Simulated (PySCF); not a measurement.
PySCF input file for C₄H₅ClSi, SMILES C#C/C=C\[SiH2]Cl, PBE-D3(BJ)/def2-SVP. Coordinates come from a PBE-D3(BJ)/def2-SVP optimisation. The structure was generated by enumeration; whether it is a known compound was not checked. The values are those of a single conformer.

```python
import numpy as np
from pyscf import gto, scf, dft, df
from pyscf.hessian import thermo

mol = gto.M(
    atom='''
    C     2.54629707    0.77453251   -2.11347345
    C     2.13305771   -0.13218884   -1.39668209
    C     1.63632686   -1.17071045   -0.55993119
    C     0.49087140   -1.06183482    0.16810184
    Si   -0.57318885    0.48537720    0.15060889
    Cl   -2.18957851    0.16184364    1.43279021
    H     2.91257969    1.57165743   -2.74557256
    H     2.23543481   -2.09995149   -0.52224414
    H     0.18261101   -1.92025957    0.78953455
    H    -1.11164459    0.76383759   -1.22262774
    H     0.18917949    1.67930284    0.64686097
    ''',
    basis='def2-SVP',
    charge=0,
    spin=0,
    max_memory=1600,
    verbose=3,
)
mf = dft.RKS(mol, xc='pbe').density_fit(auxbasis='def2-universal-jkfit')
mf.disp = 'd3bj'
mf.grids.level = 3
mf.conv_tol = 1e-11
mf.max_cycle = 100
mf.kernel()

# [left out here: the lines that compute and print the analytic Hessian (its translational invariance restored by hand, since the grid's response is missing), thermochemistry and intensities]
```

Program output:

```
[...]
Mode                                 6                   7                   8
Irrep
Freq [cm^-1]                      524.9630            589.2522            599.5310
Reduced mass [au]                  13.1828              1.5788              5.6275
Force const [Dyne/A]                2.1405              0.3230              1.1918
Char temp [K]                     755.3049            847.8027            862.5916
Normal mode                   x     y     z       x     y     z       x     y     z
       0   C                -0.01  0.02 -0.00   -0.01 -0.01 -0.02    0.01 -0.05  0.02
       1   C                 0.06 -0.03 -0.03    0.04  0.03  0.05   -0.12  0.05  0.06
       2   C                -0.04  0.04  0.01   -0.04 -0.02 -0.05    0.10 -0.09 -0.03
       3   C                -0.04  0.03  0.01    0.04  0.03  0.07    0.09 -0.02 -0.05
       4  Si                -0.08 -0.05  0.08   -0.04 -0.03 -0.06   -0.07  0.04  0.03
       5  Cl                 0.08  0.02 -0.06    0.01  0.01  0.02    0.02  0.01 -0.02
       6   H                -0.03  0.04  0.00   -0.01 -0.00 -0.01   -0.03 -0.03  0.03
       7   H                -0.09  0.01  0.06   -0.08 -0.05 -0.10    0.18 -0.05 -0.10
       8   H                 0.00  0.01 -0.01    0.08  0.05  0.11    0.05 -0.00 -0.03
       9   H                -0.07 -0.04  0.08    0.31  0.43 -0.10   -0.14  0.08  0.07
      10   H                -0.08 -0.04  0.07   -0.04 -0.24  0.47   -0.15  0.07  0.09
Mode                                 9                  10                  11
Irrep
Freq [cm^-1]                      633.7982            653.8377            674.9850
Reduced mass [au]                   1.2643              1.2291              1.1065
Force const [Dyne/A]                0.2992              0.3096              0.2970
Char temp [K]                     911.8945            940.7269            971.1531
Normal mode                   x     y     z       x     y     z       x     y     z
       0   C                 0.07  0.05  0.10    0.10 -0.06 -0.04    0.00  0.00  0.00
       1   C                -0.02 -0.02 -0.03   -0.02  0.02  0.00   -0.02 -0.01 -0.03
       2   C                -0.00 -0.00 -0.01   -0.02  0.01  0.01    0.02  0.02  0.04
       3   C                 0.00  0.00  0.00   -0.02  0.00  0.01   -0.03 -0.02 -0.04
       4  Si                -0.00 -0.00 -0.00    0.01 -0.00 -0.00    0.00  0.00  0.00
       5  Cl                 0.00  0.00  0.00   -0.00 -0.00  0.00    0.01  0.01  0.01
       6   H                -0.46 -0.32 -0.67   -0.69  0.51  0.23    0.02  0.02  0.03
       7   H                -0.01 -0.01 -0.02   -0.03  0.01  0.01    0.00  0.00  0.01
       8   H                 0.01  0.00  0.01   -0.01  0.00  0.01   -0.09 -0.06 -0.12
       9   H                 0.02  0.02 -0.01    0.02 -0.00 -0.01    0.54 -0.26 -0.27
      10   H                -0.01 -0.01  0.03    0.02 -0.01 -0.02   -0.56  0.25  0.25
Mode                                12                  13                  14
Irrep
Freq [cm^-1]                      716.7368            720.6440            829.3009
Reduced mass [au]                   5.4702              1.5065              1.1768
Force const [Dyne/A]                1.6557              0.4609              0.4769
Char temp [K]                    1031.2246           1036.8462           1193.1794
Normal mode                   x     y     z       x     y     z       x     y     z
       0   C                -0.02 -0.05  0.03   -0.01 -0.00 -0.01    0.01  0.02 -0.01
       1   C                -0.06  0.00  0.04    0.05  0.03  0.07    0.02  0.00 -0.01
       2   C                 0.00  0.01 -0.01   -0.06 -0.04 -0.09   -0.02  0.00  0.01
       3   C                 0.01  0.19 -0.10   -0.04 -0.03 -0.06   -0.02 -0.05  0.03
       4  Si                 0.05 -0.08  0.00    0.01  0.01  0.02    0.05 -0.02 -0.02
       5  Cl                -0.01  0.00  0.00   -0.00 -0.00 -0.00   -0.00  0.01 -0.00
       6   H                 0.01 -0.07  0.02   -0.04 -0.03 -0.06    0.00  0.03 -0.01
       7   H                -0.06 -0.03  0.07    0.21  0.15  0.31   -0.01  0.01 -0.00
       8   H                -0.11  0.28 -0.04    0.34  0.23  0.49   -0.09  0.00  0.06
       9   H                -0.07 -0.03  0.06    0.06 -0.15 -0.04   -0.51  0.29  0.26
      10   H                -0.06 -0.03  0.06   -0.11  0.12 -0.05   -0.55  0.26  0.21
Mode                                15                  16                  17
Irrep
Freq [cm^-1]                      911.9911            947.6543            953.4587
Reduced mass [au]                   1.0608              2.4877              1.2603
Force const [Dyne/A]                0.5198              1.3163              0.6750
Char temp [K]                    1312.1521           1363.4636           1371.8149
Normal mode                   x     y     z       x     y     z       x     y     z
       0   C                -0.01 -0.01  0.01   -0.04 -0.09  0.07   -0.00 -0.00 -0.00
       1   C                -0.00 -0.01  0.01   -0.00 -0.07  0.04   -0.00 -0.00 -0.00
       2   C                 0.00  0.02 -0.01   -0.02  0.16 -0.06    0.05  0.04  0.08
       3   C                 0.01 -0.00 -0.01    0.04 -0.01 -0.02   -0.04 -0.03 -0.07
       4  Si                -0.01 -0.03  0.02    0.01  0.01 -0.01   -0.00 -0.00 -0.00
       5  Cl                -0.00 -0.00  0.00   -0.00 -0.00  0.00   -0.00 -0.00 -0.00
       6   H                -0.00 -0.02  0.01   -0.07 -0.08  0.09    0.00  0.00  0.01
       7   H                -0.00  0.02 -0.01    0.02  0.19 -0.11   -0.36 -0.25 -0.52
       8   H                 0.04 -0.02 -0.02    0.41 -0.24 -0.17    0.29  0.20  0.43
       9   H                 0.32  0.61  0.01   -0.10 -0.04  0.03   -0.02  0.00  0.01
      10   H                -0.11  0.31 -0.60   -0.05  0.00  0.10    0.02 -0.01 -0.00
Mode                                18                  19                  20
Irrep
Freq [cm^-1]                     1133.1602           1303.3646           1580.6441
Reduced mass [au]                   1.1265              1.5286              8.0751
Force const [Dyne/A]                0.8523              1.5299             11.8868
Char temp [K]                    1630.3652           1875.2515           2274.1949
Normal mode                   x     y     z       x     y     z       x     y     z
       0   C                -0.02 -0.03  0.03   -0.01 -0.02  0.02    0.01  0.02 -0.02
       1   C                 0.03 -0.04  0.00   -0.01  0.00  0.01    0.01 -0.01 -0.00
       2   C                 0.02  0.05 -0.04    0.02  0.09 -0.06   -0.17 -0.02  0.12
       3   C                -0.01 -0.03  0.02    0.09 -0.09 -0.02    0.16 -0.03 -0.09
       4  Si                -0.01 -0.00  0.01   -0.01  0.01  0.00   -0.00  0.00  0.00
       5  Cl                 0.00  0.00 -0.00    0.00  0.00 -0.00   -0.00  0.00  0.00
       6   H                -0.03 -0.02  0.03   -0.01 -0.03  0.02    0.00  0.04 -0.02
       7   H                 0.43  0.30 -0.43   -0.46 -0.18  0.40    0.05  0.13 -0.10
       8   H                -0.52  0.30  0.21   -0.39  0.21  0.16   -0.01  0.10 -0.04
       9   H                 0.03 -0.03 -0.02    0.01 -0.02 -0.02    0.01  0.00 -0.00
      10   H                 0.04 -0.02 -0.01    0.03 -0.01  0.00    0.00 -0.00 -0.01
Mode                                21                  22                  23
Irrep
Freq [cm^-1]                     2138.9673           2174.1404           2179.4688
Reduced mass [au]                   6.2236              1.0301              1.0535
Force const [Dyne/A]               16.7765              2.8687              2.9484
Char temp [K]                    3077.4977           3128.1040           3135.7703
Normal mode                   x     y     z       x     y     z       x     y     z
       0   C                -0.05 -0.11  0.09    0.00  0.00 -0.00    0.00  0.00 -0.00
       1   C                 0.08  0.16 -0.13   -0.00 -0.00  0.00   -0.00 -0.00  0.00
       2   C                -0.01 -0.03  0.02    0.00  0.00 -0.00    0.00  0.00 -0.00
       3   C                -0.00  0.00  0.00   -0.00 -0.00  0.00    0.00  0.00  0.00
       4  Si                 0.00  0.00 -0.00    0.00  0.02 -0.02    0.02  0.02  0.03
       5  Cl                -0.00 -0.00  0.00    0.00  0.00 -0.00   -0.00 -0.00 -0.00
       6   H                -0.10 -0.21  0.17    0.00  0.01 -0.00    0.00  0.00 -0.00
       7   H                 0.00 -0.02  0.01   -0.00 -0.00  0.00   -0.00 -0.00 -0.00
       8   H                 0.00 -0.01 -0.00   -0.01  0.00  0.00    0.00  0.00  0.00
       9   H                 0.01 -0.00  0.02    0.27 -0.12  0.67   -0.23  0.13 -0.59
      10   H                -0.01 -0.02 -0.01   -0.33 -0.52 -0.23   -0.36 -0.58 -0.24
Mode                                24                  25                  26
Irrep
Freq [cm^-1]                     3061.2591           3105.0075           3404.3686
Reduced mass [au]                   1.0868              1.0921              1.1546
Force const [Dyne/A]                6.0004              6.2035              7.8843
Char temp [K]                    4404.4703           4467.4145           4898.1284
Normal mode                   x     y     z       x     y     z       x     y     z
       0   C                 0.00  0.00 -0.00    0.00  0.00 -0.00   -0.04 -0.08  0.06
       1   C                 0.00  0.00 -0.00   -0.00 -0.00  0.00    0.01  0.02 -0.02
       2   C                 0.04 -0.07  0.00   -0.01  0.01  0.00   -0.00 -0.00  0.00
       3   C                 0.00  0.01 -0.01    0.03  0.06 -0.05   -0.00 -0.00  0.00
       4  Si                 0.00  0.00 -0.00    0.00 -0.00 -0.00   -0.00  0.00  0.00
       5  Cl                -0.00 -0.00  0.00   -0.00  0.00  0.00    0.00 -0.00 -0.00
       6   H                 0.00  0.00 -0.00    0.00  0.00 -0.00    0.31  0.68 -0.54
       7   H                -0.50  0.79 -0.04    0.09 -0.15  0.01    0.00 -0.00  0.00
       8   H                -0.05 -0.14  0.10   -0.26 -0.73  0.53    0.00  0.00 -0.00
       9   H                 0.00  0.00  0.00    0.00  0.00 -0.00    0.00 -0.00  0.00
      10   H                -0.00 -0.00 -0.00    0.00  0.00 -0.00    0.00 -0.00 -0.00
temperature 298.1500 [K]
pressure 101325.00 [Pa]
Rotational constants [GHz] 7.25447 0.97486 0.86836
Symmetry number 1
Zero-point energy (ZPE) 0.06838 [Eh]   179519.847 [J/mol]
                           tot       elec      trans        rot        vib
Entropy [J/mol/K]       374.318      0.000    168.097    118.617     87.603
Cv [J/mol/K]            112.241      0.000     12.472     12.472     87.297
Cp [J/mol/K]            120.555      0.000     20.786     12.472     87.297
Internal energy [J/mol]                      3718.434   3718.434 192516.027
Internal energy [Eh]   -904.11865  -904.19481
Enthalpy [J/mol]                             6197.391   3718.434 192516.027
Enthalpy [Eh]          -904.11771
Gibbs free energy [J/mol]                  -43920.879 -31647.154 166397.055
Gibbs free energy [Eh] -904.16021
mode   freq/cm-1   IR/(km/mol)
   1       25.04         0.388
   2       73.62         0.099
   3      160.32         2.218
   4      232.49         1.587
   5      284.09         3.390
   6      401.29         6.194
   7      524.96        62.999
   8      589.25        36.485
   9      599.53        20.840
  10      633.80        37.653
  11      653.84        32.550
  12      674.98         0.862
  13      716.74        41.207
  14      720.64        39.873
  15      829.30       292.033
  16      911.99        50.316
  17      947.65        20.038
  18      953.46         0.095
  19     1133.16         2.272
  20     1303.36         4.493
  21     1580.64        34.799
  22     2138.97         1.685
  23     2174.14        44.083
  24     2179.47        92.802
  25     3061.26         3.680
  26     3105.01         0.554
  27     3404.37        81.190
max |gradient| / (hartree/bohr): 4.313508752038993e-05
APT charges: [-0.2503 -0.0801  0.1213 -0.3963  1.3257 -0.5123  0.2172  0.0349  0.0383
 -0.2495 -0.249 ]
```

The calculation finished and met its thresholds.

Cost: about 3 core-minutes (a rough figure).
